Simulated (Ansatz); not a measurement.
# Nudged elastic band run: AlBrCl2FH

The input (input.yaml):

```yaml
crystal:
  periodic: [false, false, false]
  atoms:
    - { symbol: Al, position_ang: [0.095282, 0.013921, 0.134885] }
    - { symbol: Cl, position_ang: [0.040719, 0.69679, 2.131783] }
    - { symbol: Cl, position_ang: [1.797024, 0.353192, -1.037303] }
    - { symbol: F, position_ang: [-1.359126, -0.206812, -0.635109] }
    - { symbol: Br, position_ang: [0.473347, -2.603835, 0.829278] }
    - { symbol: H, position_ang: [0.314052, -2.184756, 2.193267] }
basis:
  gaussian: { orbitals: def2-SVP }
hamiltonian:
  xc: b3lyp
  dispersion: d4
neb:
  order_check: false
  images: 7
  f_tol: 0.05
  max_iterations: 60
  final_atoms:
    - { symbol: Al, position_ang: [0.16646893, -0.58210361, -0.1685765] }
    - { symbol: Cl, position_ang: [0.12836086, 0.12243454, 2.30065067] }
    - { symbol: Cl, position_ang: [1.77674908, 0.53883071, -0.89997502] }
    - { symbol: F, position_ang: [-1.37467833, -0.0877583, -0.54058721] }
    - { symbol: Br, position_ang: [0.45489143, -2.78528733, 0.30828964] }
    - { symbol: H, position_ang: [0.20950603, -1.13761601, 2.61699942] }
  initial_path:
    images:
      - { positions_ang: [[0.095282, 0.013921, 0.134885], [0.040719, 0.69679, 2.131783], [1.797024, 0.353192, -1.037303], [-1.359126, -0.206812, -0.635109], [0.473347, -2.603835, 0.829278], [0.314052, -2.184756, 2.193267]] }
      - { positions_ang: [[0.06509166, 0.00939606, 0.10257047], [0.02920133, 0.51789649, 2.24521401], [1.8217632, 0.28084735, -1.05898495], [-1.39304011, -0.16664341, -0.68337843], [0.5127262, -2.57719908, 0.83219147], [0.32555572, -1.99579742, 2.17918842]] }
      - { positions_ang: [[0.03490133, 0.00487113, 0.07025595], [0.01768365, 0.33900299, 2.35864502], [1.84650239, 0.20850269, -1.08066689], [-1.42695421, -0.12647481, -0.73164786], [0.55210541, -2.55056316, 0.83510494], [0.33705944, -1.80683884, 2.16510984]] }
      - { positions_ang: [[0.00471099, 0.00034619, 0.03794142], [0.00616598, 0.16010948, 2.47207603], [1.87124159, 0.13615804, -1.10234884], [-1.46086832, -0.08630622, -0.77991729], [0.59148461, -2.52392724, 0.83801841], [0.34856315, -1.61788026, 2.15103127]] }
      - { positions_ang: [[-0.02547935, -0.00417874, 0.0056269], [-0.0053517, -0.01878402, 2.58550704], [1.89598078, 0.06381338, -1.12403079], [-1.49478243, -0.04613762, -0.82818672], [0.63086382, -2.49729132, 0.84093188], [0.36006687, -1.42892168, 2.13695269]] }
      - { positions_ang: [[0.02250772, -0.14865996, -0.03792395], [0.02807644, 0.01652062, 2.51429295], [1.86617286, 0.18256772, -1.06801685], [-1.4647564, -0.05654279, -0.75628684], [0.58687072, -2.56929032, 0.70777132], [0.32242666, -1.35609526, 2.25696437]] }
      - { positions_ang: [[0.07049479, -0.29314118, -0.0814748], [0.06150458, 0.05182526, 2.44307886], [1.83636493, 0.30132205, -1.0120029], [-1.43473038, -0.06694796, -0.68438697], [0.54287762, -2.64128932, 0.57461076], [0.28478645, -1.28326884, 2.37697605]] }
      - { positions_ang: [[0.11848186, -0.43762239, -0.12502565], [0.09493272, 0.0871299, 2.37186477], [1.80655701, 0.42007638, -0.95598896], [-1.40470435, -0.07735313, -0.61248709], [0.49888452, -2.71328833, 0.4414502], [0.24714624, -1.21044243, 2.49698774]] }
      - { positions_ang: [[0.16646893, -0.58210361, -0.1685765], [0.12836086, 0.12243454, 2.30065067], [1.77674908, 0.53883071, -0.89997502], [-1.37467833, -0.0877583, -0.54058721], [0.45489143, -2.78528733, 0.30828964], [0.20950603, -1.13761601, 2.61699942]] }
```

Launched with:

```bash
$ ansatz run input.yaml --threads 2 --pin off --max-ram 3072MiB --backend cpu --events-out ev --progress --plain --runs-dir out
```

Output, in part (warnings, iteration lines, the closing report on the highest movable image, with atoms numbered from 0):

```
NEB end point (image 0): max|allowed force component| = 2.248e-2 eV/Å (the criterion of neb.relax_end_points is 1.000e-2)
NEB end point (image 8): max|allowed force component| = 9.444e-3 eV/Å (the criterion of neb.relax_end_points is 1.000e-2)
NEB iter   1: max|band force component| = 2.220e0 eV/Å  barrier→ = 1.4232 eV  barrier← = 1.4299 eV  Δτ_max = 0.2000 Å  (238 SCF iters)
NEB iter   2: max|band force component| = 1.256e0 eV/Å  barrier→ = 0.5989 eV  barrier← = 0.6056 eV  Δτ_max = 0.2000 Å  (196 SCF iters)
NEB iter   3: max|band force component| = 4.451e-1 eV/Å  barrier→ = 0.2784 eV  barrier← = 0.2851 eV  CI = image 4  Δτ_max = 0.0795 Å  (199 SCF iters)
NEB iter   4: max|band force component| = 2.949e-1 eV/Å  barrier→ = 0.2484 eV  barrier← = 0.2551 eV  CI = image 4  Δτ_max = 0.0468 Å  (197 SCF iters)
NEB iter   5: max|band force component| = 1.255e-1 eV/Å  barrier→ = 0.2358 eV  barrier← = 0.2425 eV  CI = image 4  Δτ_max = 0.0374 Å  (193 SCF iters)
NEB iter   6: max|band force component| = 3.465e-2 eV/Å  barrier→ = 0.2323 eV  barrier← = 0.2390 eV  CI = image 4  Δτ_max = 0.0000 Å  (387 SCF iters)
Total energy: -104409.44059794 eV, -3836.9761707138 hartree
Atom 0 at     0.136242    -0.327172     0.052405 Å, force     0.004901     0.016149    -0.021486 eV/Å
Atom 1 at     0.102556     0.194644     2.259236 Å, force     0.007634    -0.011647    -0.001132 eV/Å
Atom 2 at     1.811835     0.389137    -0.969773 Å, force    -0.011181    -0.004288     0.020155 eV/Å
Atom 3 at    -1.382959    -0.150035    -0.588908 Å, force    -0.004555    -0.002403    -0.003528 eV/Å
Atom 4 at     0.420134    -2.631820     0.849150 Å, force    -0.004497     0.000460     0.018584 eV/Å
Atom 5 at     0.273490    -1.406254     2.014692 Å, force     0.007697     0.001729    -0.012592 eV/Å
Dipole moment:     0.116620    -0.265774     0.388761 e Å
```

The forces met the threshold. A vibrational analysis at the climbing image gives one clearly imaginary mode, 502i cm⁻¹: a first-order saddle point. The orbitals stay closed-shell, which can raise the energy where a bond breaks towards radicals; this wasn't checked here.

Final band (atoms are numbered from 1 in the order of the input):

```
image  path coordinate (Å)  energy (kJ/mol)  Br5–H6 (Å)  Cl2–H6 (Å)
    0                 0.00              0.0        1.44        2.90
    1                 0.26              1.3        1.44        2.56
    2                 0.53              5.4        1.46        2.24
    3                 0.79             14.2        1.52        1.93
    4                 1.06             22.4        1.70        1.63
    5                 1.30             14.5        1.96        1.42
    6                 1.55              5.0        2.25        1.34
    7                 1.80              0.6        2.54        1.31
    8                 2.04             -0.6        2.85        1.30
```

The run took 2.6 min on 2 threads of Arm Neoverse V1, with other jobs on the host, peak memory 0.27 GiB.
